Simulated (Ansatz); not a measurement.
H$_{4}$O$_{3}$Si (`O[SiH](O)O`) from Hartree–Fock to CCSD(T)

```xyz
8

O     1.544    0.552   -0.069
Si   -0.043    0.284    0.188
O    -0.415   -1.265    0.582
O    -0.863    0.576   -1.195
H     1.929    0.200   -0.873
H    -0.399    1.200    1.289
H    -0.102   -1.601    1.423
H    -1.651    0.053   -1.344
```

The species carries charge 0 and has multiplicity 1. The structure was optimised at the PBE0-D4/def2-TZVP level. It is one conformer, not always the lowest. Frozen core, restricted reference, the Gaussian-basis code of Ansatz. CBS rows extrapolate triple and quadruple zeta; past MP2 they add the triple-zeta difference.

| basis | HF (Eh) | MP2 corr. |
| --- | --- | --- |
| def2-SVP | -515.72529 | -0.65431 |
| def2-TZVPP | -516.13922 | -0.84255 |
| def2-QZVPP | -516.16029 | -0.91252 |

(1) Estimate the CCSD correlation energy and the (T) correction in each basis where they were run (hartree).

Answers

(1) 
```csv
basis,CCSD corr.,(T)
def2-SVP,-0.67808,-0.01305
def2-TZVPP,-0.85775,-0.02893
CBS(def2),-0.97955,as TZ
```
